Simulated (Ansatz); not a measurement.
Mulliken charges of `Cl[SiH2]CI` from ωB97M-V/def2-TZVPP in Ansatz (PBE0-D4/def2-TZVP geometry).

| atom | x (Å) | y (Å) | z (Å) | charge (e) |
| --- | --- | --- | --- | --- |
| Cl1 | -2.320 | -0.359 | 0.548 | -0.209 |
| Si2 | -0.699 | 0.425 | -0.430 | 0.329 |
| C3 | 0.854 | -0.459 | 0.110 | -0.434 |
| I4 | 1.265 | -0.100 | 2.176 | -0.011 |
| H5 | -0.605 | 1.868 | -0.123 | -0.008 |
| H6 | -0.904 | 0.208 | -1.885 | -0.021 |
| H7 | 1.723 | -0.101 | -0.443 | 0.175 |
| H8 | 0.777 | -1.539 | -0.009 | 0.179 |

By hand: the dipole of these point charges (1 e Å = 4.8032 D).

Σ q r = (0.335, 0.103, -0.366) e Å, of length 0.507 e Å = 2.44 D.

How does the dipole of the full density compare? (Estimate.)

The calculation gave: (0.222, -0.009, -0.334) e Å, 1.93 D; the point charges give 1.26 times that, at 16° from its direction.

Point charges leave out the atoms' own dipoles, such as those of lone pairs, and Mulliken's split depends on the basis, so the two needn't agree.
